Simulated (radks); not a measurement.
Task: The lutetium ion Lu4+ is in [Xe] 4f13. Calculated with a radial shooting solver on a logarithmic mesh with Libxc functionals: scalar-relativistic Kohn-Sham, PBEsol, spin-polarised, spherical densities, finite nucleus; Fermi nuclear charge, rms radius of each element as measured or else 0.836 A^(1/3) + 0.57 fm. Open shells are filled with parallel spins first. One electron is removed from 4d, 5p, 5s, 4f in turn, with full relaxation. Which removal costs least, and what does each cost?

Result: 4f 68.630 eV; 5p 82.265 eV; 5s 114.07 eV; 4d 252.65 eV. The 4f electron leaves first.
